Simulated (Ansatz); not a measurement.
C2H9BSSi can be A, `CB[SiH2]SC`, or B, `CBS[SiH2]C`.

Isolated molecules relaxed with PBE0-D4/def2-TZVP in Ansatz; ΔE leaves out vibrations. CCSD(T)/CBS adds triple-zeta CCSD(T) − MP2 to the extrapolated MP2 energy (def2 sets, frozen cores). DFT in def2-TZVPP. B3LYP here is the variant with VWN-RPA as its local correlation; programs differ in this. Each species was taken in one conformer, which may not be the lowest.

Task: Which is lower in electronic energy at CCSD(T)/CBS, and by how much? (Best estimate.)

Result: Computed: B, by 170.1 kJ/mol.

Task: Give E(B) − E(A) in kJ/mol with B3LYP, HF/def2-TZVPP, CCSD(T)/def2-TZVPP, LDA (SPW92), CCSD(T)/def2-SVP, MP2/def2-TZVPP, r2SCAN-D4. (Best estimate.)

Result: Computed: B3LYP -165.7, HF/def2-TZVPP -164.7, CCSD(T)/def2-TZVPP -171.6, LDA (SPW92) -170.9, CCSD(T)/def2-SVP -177.2, MP2/def2-TZVPP -181.1, r2SCAN-D4 -172.1. None reverses the order clearly.

Task: Does the order hold for the free energy at 298.15 K (harmonic terms from PBE0-D4)? (Best estimate.)

Result: Computed: Yes: G(B) − G(A) = -164.2 kJ/mol, for one conformer each. Modes under 60 cm⁻¹, often nearly free rotors, make the harmonic entropy too high.

Largest T1 diagnostic: 0.012.

Leaving LDA and LC-ωPBE aside and taking each functional with its dispersion term where it has one, the values, not all of them listed here, spread over 12.1 kJ/mol, from PBE-QIDH to revPBE-D4. LDA lies −7.6 kJ/mol from PBE without D4. In def2-TZVPP, CCSD(T) changes the Hartree–Fock value by −6.9 kJ/mol (the triples alone add −1.9 kJ/mol) and MP2 by −16.3 kJ/mol.
